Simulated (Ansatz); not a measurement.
The cluster Pt₃⁻, relaxed as a quartet with UKS PBE-D4/def2-TZVPD in Ansatz, starting from the PBE-D4/def2-TZVPD geometry of the charge -1 doublet. Force threshold 0.02 eV/Å.

In the def2 sets Pt takes a core potential; there is no spin–orbit coupling. The highest occupied level of the charge -1 quartet lies above zero (up to 0.22 eV). It is a level of α spin, whose loss leaves a triplet; that state wasn't run at this geometry and level. The electron is either unbound and held by the finite basis, or the level is raised by self-interaction error. The gap within one spin of the charge -1 quartet nearly closes, so an electron or hole may be smeared out by delocalisation error. The relaxation made no stability test and no search for a lower SCF solution. At PBE-D4/def2-TZVPD a doublet of charge -1 lies 0.13 eV below the quartet, each at its own geometry. That doublet is doubtful there (⟨S²⟩ 1.15, where a pure state has 0.75). The structure comes from a short search, and lower isomers may exist.

Start:

```xyz
3

Pt    1.146   -0.239   -0.885
Pt   -0.873   -1.111    0.385
Pt   -0.273    1.350    0.500
```

```
step  energy (eV)  largest force component (eV/Å)  SCF passes
   1   -9748.2123                           0.245          81
   2   -9748.2155                           0.145          45
   3   -9748.2166                           0.003          38
```

Force components are those of the run's own axes.

End:

```xyz
3

Pt    1.145   -0.253   -0.888
Pt   -0.860   -1.096    0.379
Pt   -0.284    1.349    0.509
```

By distances, no bond broke or formed. The bond that changes most is Pt1–Pt2, from 2.54 to 2.52 Å (atoms count from 1).

No frequencies were taken in this run, so the end may be a saddle point.

It took 8.5 s on 4 threads of Arm Neoverse V1 on a shared host.
